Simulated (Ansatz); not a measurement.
The same path of ClGaH3N (6 atoms, charge 0, multiplicity 1) was run twice with different band settings. Lost on the way: Ga1–Cl2, Ga1–H3. Made: Cl2–H3.

All numbers below come from RKS LDA/def2-SVP in Ansatz.

Relaxed end points:

```xyz
6
Properties=species:S:1:pos:R:3
Ga 0.337 0.078 -0.068
Cl 0.450 -0.526 1.979
H 1.605 0.529 -0.830
N -1.318 -0.007 -0.731
H -2.118 -0.315 -0.171
H -1.571 0.242 -1.690
```

```xyz
6
Properties=species:S:1:pos:R:3
Ga 0.331 0.379 -1.060
Cl 1.041 -0.365 1.781
H 1.566 0.080 0.623
N -1.469 0.042 -0.976
H -1.946 -0.296 -0.131
H -2.136 0.160 -1.747
```

Common settings: spring 5.0 eV/Å²; optimiser quadratic models (default); start path through a guess of the saddle point; force threshold 0.05 eV/Å; iteration limit 60; end points relaxed.

| run | movable images | climbing image |
| --- | --- | --- |
| 1 | 7 | yes |
| 2 | 1 | no |

(1) What does each run give, and how far can it be trusted?

Answers

(1) Run 1: converged after 15 iterations, highest image 1.936 eV above the first end. A vibrational analysis at the climbing image gives one clearly imaginary mode, 712i cm⁻¹: a first-order saddle point.
Run 2: converged after 10 iterations, highest image 1.666 eV above the first end. The highest image is an end point: on this band no image between the ends rises above it. So few images can step over the top or miss a turn of the path.
The orbitals stay closed-shell, which can raise the energy where a bond breaks towards radicals; this wasn't checked here.
